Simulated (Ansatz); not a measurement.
CH3S, charge -1, singlet, geometry from GFN2-xTB (a gas-phase anion, which may not be bound at this level); CCSD(T)/6-31G** in Ansatz (an electronic-structure program).

Input for Ansatz:
Ansatz 0.2 input:
```yaml
crystal:
  periodic: [false, false, false]
  atoms:
    - {symbol: C, position_ang: [-0.03158867, 1.10849493, 0.00618882]}
    - {symbol: S, position_ang: [0.01982142, -0.69556393, -0.00388339]}
    - {symbol: H, position_ang: [-1.06837494, 1.46368151, -0.03291479]}
    - {symbol: H, position_ang: [0.43481506, 1.50121040, 0.91770101]}
    - {symbol: H, position_ang: [0.50594923, 1.51316136, -0.85978488]}
basis:
  gaussian:
    orbitals: 6-31G__.json
total_charge: -1
magnetization: {spin_polarized: false}
correlation: {method: ccsd_t}
accuracy: high
```
The basis file holds 6-31G** in the JSON format of the Basis Set Exchange.

What the program printed (banner, timings and long lists left out):

```
Functional definition: HF
1042 factors; integrals over basis functions are off by at most 3.7e-9 eV
mean field evaluation 1: about -11893.1222 eV, gradient 2.1e1 eV
mean field evaluation 2: about -11893.1272 eV, gradient 2.1e1 eV
mean field evaluation 4: about -11894.5921 eV, gradient 1.8e0 eV
mean field evaluation 8: about -11894.6091 eV, gradient 9.3e-5 eV
mean field evaluation 16: about -11894.5868 eV, gradient 1.8e0 eV
mean field -11894.60905426 eV, -437.1188202885 hartree, gradient 2.0e-8 eV, S^2 0.000000; 0 other end points of the search recorded, 0 dependent functions left out
6 core orbitals not correlated
reference -11894.60905426 eV, -437.1188202885 hartree; 7, 7 occupied and 36, 36 virtual orbitals, 1042 factors
second order -7.38938412 eV of doubles, -0.00000000 eV of singles
cycle   1  -7.94466511 eV  change   -5.6e-1 eV  update   5.6e-2
cycle   2  -8.15680884 eV  change   -2.1e-1 eV  update   1.7e-2
cycle   3  -8.18334007 eV  change   -2.7e-2 eV  update   5.3e-3
cycle   4  -8.18413457 eV  change   -7.9e-4 eV  update   1.4e-3
cycle   5  -8.18405570 eV  change    7.9e-5 eV  update   4.2e-4
cycle   6  -8.18399160 eV  change    6.4e-5 eV  update   1.2e-4
cycle   7  -8.18399206 eV  change   -4.6e-7 eV  update   4.3e-5
cycle   8  -8.18398791 eV  change    4.2e-6 eV  update   1.3e-5
cycle   9  -8.18398282 eV  change    5.1e-6 eV  update   3.5e-6
cycle  10  -8.18398252 eV  change    3.0e-7 eV  update   7.9e-7
cycle  11  -8.18398251 eV  change    6.1e-9 eV  update   1.9e-7
cycle  12  -8.18398253 eV  change   -1.5e-8 eV  update   6.7e-8
cycle  13  -8.18398253 eV  change   -5.4e-9 eV  update   2.5e-8
cycle  14  -8.18398253 eV  change    7.8e-9 eV  update   1.6e-8
cycle  15  -8.18398274 eV  change   -2.2e-7 eV  update   1.0e-7
cycle  16  -8.18398276 eV  change   -1.5e-8 eV  update   2.8e-8
cycle  17  -8.18398275 eV  change    2.5e-9 eV  update   6.2e-9
cycle  18  -8.18398276 eV  change   -1.0e-9 eV  update   1.8e-9
cycle  19  -8.18398276 eV  change   2.9e-10 eV  update  5.1e-10
perturbative correction -0.21596332 eV, -0.0079365056 hartree
Total energy: -11903.00900034 eV, -437.4275126131 hartree
```
